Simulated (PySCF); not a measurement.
**Does the structure fit the spectrum?**

A compound C7H9ClSi gives the data below (simulated from a calculation) and was assigned the structure `C#C[C@@H]1C=C[C@@H](Cl)[SiH2]C1`.

13C{1H} NMR (computed): δ 151.6 (CH), 151.3 (C), 150.5 (C), 150.0 (C), 146.5 (CH), 124.0 (CH2), 21.9 (CH3).

1H NMR (500 MHz, computed): δ 6.88 (d, 1H), 6.69 (d, 1H), 5.30 (m, 1H), 5.21 (m, 1H), 4.71 (s, 2H), 1.98 (s, 3H).

[PySCF: NMR shieldings at PBE0/pcSseg-1/GIAO; GFN2-xTB geometry; fast rotation and ring inversion assumed for equivalent nuclei; non-relativistic Hamiltonian; one computed conformer; gas phase]

Chemical shifts δ = σref − σ; 1H (σ = 31.72 ppm), 13C (σ = 186.93 ppm) vs TMS, all at this level.

Question: Compare with the shifts computed for the proposed structure, pairing carbons in order of shift.

Answer: Atoms are numbered as in `[CH:1]#[C:2][C@@H:3]1[CH:4]=[CH:5][C@@H:6]([Cl:7])[SiH2:8][CH2:9]1`. Hydrogens are named by the atom that carries them.

```csv
atom,computed for proposal,given list,difference
C4,154.0,151.6,+2.4
C5,136.5,151.3,-14.8
C2,94.1,150.5,-56.4
C1,75.1,150.0,-74.9
C6,39.6,146.5,-106.9
C3,26.4,124.0,-97.6
C9,15.5,21.9,-6.4
```

The rms difference is 65.5 ppm and the largest -106.9 ppm at C6 (allylic sp3 CH bonded to Cl and Si). The carbon types in order of shift don't match either: CH, CH, C, CH, CH, CH, CH2 for the proposal against CH, C, C, C, CH, CH2, CH3 in the data. The proposal doesn't fit.

Question: Which isomer fits?

Answer: `C=C(C)C1=CC=C(Cl)[SiH2]1`.

Carbon types of the structure: 3 × C, 2 × CH, 1 × CH2, 1 × CH3, leaving 2 H on heteroatoms. δC 151.6, 146.5: alkene CH; an sp2 carbon of a C=C bond. δC 151.3, 150.5, 150.0: fully substituted alkene carbon; as expected for a trigonal carbon in a double bond. δC 124.0: terminal =CH2 carbon; as expected for a trigonal carbon in a double bond. δH 6.88, 6.69: hydrogen on an alkene CH; olefinic region.

The data come from this structure; uniqueness wasn't tested.

Carbons that carry Cl, above all several Cl atoms, come out too deshielded, partly because spin–orbit coupling is missing. Shifts are as computed. Against solution values, carbons near 30 ppm lie about +3 ppm off and those near 130 ppm about +5 ppm; carbons on Cl a further +6 ppm. Of 1211 compounds with measured shifts, 218 miss one by over three times the rms of a fit or turn the order of signals round; such compounds aren't used in these exercises. Multiplicities follow the n + 1 count of equivalent neighbours, as no J values were calculated; m marks all less simple cases, F and P coupling included.
